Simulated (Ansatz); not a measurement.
Species: CdH (charge 0, doublet). The spin state was set by rule; other spins were not relaxed. 
Structure (B3LYP-D3(BJ)/def2-TZVP (Ansatz, a quantum-chemistry and plane-wave program) minimum search):
```
Cd
H 1 1.7985
```
Charge 0, spin multiplicity 2.

Dipole moments at this geometry, in debye (magnitudes).

| level | program | dipole (D) |
|---|---|---|
| SVWN5/def2-TZVPD | Ansatz | 0.52 |
| PBE/def2-TZVPD | Ansatz | 0.64 |
| BLYP/def2-TZVPD | Ansatz | 0.65 |
| revPBE/def2-TZVPD | Ansatz | (withheld) |
| r2SCAN/def2-TZVPD | Ansatz | 0.73 |
| B97M-V/def2-TZVPD | Ansatz | 0.96 |
| PBE0/def2-TZVPD | Ansatz | 0.77 |
| BHLYP/def2-TZVPD | Ansatz | 0.89 |
| r2SCAN0/def2-TZVPD | Ansatz | 0.81 |
| HSE06/def2-TZVPD | Ansatz | 0.77 |
| CAM-B3LYP/def2-TZVPD | Ansatz | 0.81 |
| wB97M-V/def2-TZVPD | Ansatz | 0.82 |
| wB97X-V/def2-TZVPD | Ansatz | 0.92 |
| CCSD(T)/def2-SVPD | Ansatz | (withheld) |

**Question.** Complete the blanks.

**Answer.** 
- revPBE/def2-TZVPD, dipole (D): 0.70
- CCSD(T)/def2-SVPD, dipole (D): 0.82
